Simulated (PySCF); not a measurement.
# TDDFT excited states: C6H8O3

C6H8O3.
SMILES with atom numbers: `[O:1]=[CH:2][O:3][C@@H:4]1[CH2:5][CH2:6][C@H:7]2[O:8][C@@H:9]12` (hydrogens: H10 on C2; H11 on C4; H12, H13 on C5; H14, H15 on C6; H16 on C7; H17 on C9)

Computed, not measured: TDDFT CAM-B3LYP/def2-SVPD, vertical, gas phase, core orbitals frozen in the response in PySCF. One conformer (not necessarily the lowest) at the PBE0-D3(BJ)/def2-SVP geometry, without solvent, vibrations or thermal averaging.

| state | λ (nm) | E (eV) | f | \|μ\| (D) | main configurations (H = HOMO, L = LUMO) |
| --- | --- | --- | --- | --- | --- |
| S1 | 209.4 | 5.92 | 0.0014 | 0.25 | H-1→L (70%), H-2→L (26%) |
| S2 | 158.7 | 7.81 | 0.087 | 1.72 | H→L (54%), H-3→L (14%), H→L+1 (9%) |
| S3 | 156.6 | 7.92 | 0.048 | 1.27 | H→L+1 (52%), H→L+4 (11%), H-3→L (10%) |
| S4 | 149.8 | 8.28 | 0.018 | 0.76 | H-2→L (20%), H-1→L+1 (15%), H-4→L (11%) |
| S5 | 149.1 | 8.31 | 0.017 | 0.73 | H→L+3 (40%), H→L+5 (14%), H→L+1 (10%) |
| S6 | 148.3 | 8.36 | 0.041 | 1.13 | H-1→L+1 (39%), H-1→L+2 (13%), H-2→L (9%) |

The lowest singlet comes at 209 nm (571 kJ/mol) in the ultraviolet; it is very weak; its leading configuration is HOMO-1→LUMO (70%). The most intense listed level is S2 at 7.81 eV (159 nm, f = 0.087), 1.89 eV above S1. Löwdin shares by element: HOMO oxygen 51% or more, carbon 25% or more (atoms not listed hold the other 24%); LUMO oxygen 47% or more, carbon 40% or more, hydrogen 10% or more. The oscillator strengths of these states sum to 0.212; summed over the whole spectrum of an exact calculation they would give the number of electrons, 68 (Thomas–Reiche–Kuhn). Weighted by f, the mean energy of these states is 8.01 eV. Orbital energies (eV): HOMO-3 -10.66, HOMO-2 -10.36, HOMO-1 -9.91, HOMO -9.49, LUMO 0.99, LUMO+1 1.24, LUMO+2 1.76. The window holds the lowest 6 singlets.
